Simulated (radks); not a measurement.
Q: Radial electron density D(r) = 4 pi r^2 rho(r) of an atom or ion with 28 electrons. Method: non-relativistic Kohn-Sham, SCAN, spin-polarised, spherical densities, point nucleus; meta-GGA in the generalised Kohn-Sham scheme; computed with a radial shooting solver on a logarithmic mesh with Libxc functionals.

```
   r/bohr * D(r) (the largest magnitude, 42.7, reaches the edge; | marks zero)
 0.002731 | *
 0.003556 |  *
  0.00463 |    *
 0.006029 |       *
 0.007788 |           *
  0.01014 |                 *
  0.01321 |                        *
   0.0172 |                                 *
  0.02221 |                                         *
  0.02892 |                                              *
  0.03766 |                                               *
  0.04865 |                                            *
  0.06335 |                                       *
  0.08249 |                                       *
   0.1074 |                                              *
   0.1387 |                                                      *
   0.1807 |                                                     *
   0.2352 |                                        *
   0.3063 |                           *
   0.3957 |                            *
   0.5152 |                                 *
   0.6709 |                             *
   0.8736 |                 *
    1.128 |       *
    1.469 |  *
    1.913 |*
    2.472 |*
    3.218 *
    4.191 *
    5.457 *
```

What is the nuclear charge?

A: Z = 31. The innermost maximum, from 1s, lies near 1/Z = 0.0323 bohr (found: 0.0350), and its height grows with Z. The density is that of the gallium ion Ga3+ in [Ar] 4s(up 0.5, down 0.5) 3d(up 4.5, down 4.5); the configuration itself is not fixed sharply by these data, and Z only to about a unit. D(r) has 3 maxima, at r = 0.0350, 0.155, 0.545 bohr, and minima at 0.0737, 0.345 bohr, inside which lie 2.11, 10.96 electrons.
